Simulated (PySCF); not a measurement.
**Ca (calcium, neutral) across methods**

[Ar] 4p2, high-spin 3P determinant (an excited configuration). Computed with PySCF 2.14 in x2c-TZVPPall with one added diffuse shell each of s, p, d type (7s6p4d, 45 functions), with the spin-free X2C one-electron Hamiltonian (Gaussian nucleus).

| method | E (hartree) | mean ε 3p α (eV) | mean ε 3p β (eV) | mean ε 4p α (eV) | Σ⟨r²⟩ (bohr²) | ⟨S²⟩ |
| --- | --- | --- | --- | --- | --- | --- |
| BHandHLYP | -680.279 | -35.057 | -34.917 | -3.298 | 72.04 | 2.000 |
| r2SCAN | -680.243 | -31.170 | -31.095 | -2.722 | 70.13 | 2.000 |
| r2SCAN0 | -680.237 | -33.332 | -33.225 | -3.109 | 71.03 | 2.000 |
| wB97M-V | -680.218 | -35.416 | -35.296 | -3.890 | 74.49 | 2.000 |
| PBE | -680.066 | -30.363 | -30.253 | -2.681 | 69.46 | 2.000 |
| UHF | -679.46644 | -39.096 | -38.898 | -4.040 | 76.89 | 2.000 |
| LDA | -678.407 | -30.413 | -30.298 | -2.660 | 69.52 | 2.000 |
| M06-2X | -680.287 | -34.904 | -34.853 | -3.329 | 70.27 | 2.000 |
| PBE0 | -680.105 | -32.812 | -32.682 | -3.112 | 70.54 | 2.000 |
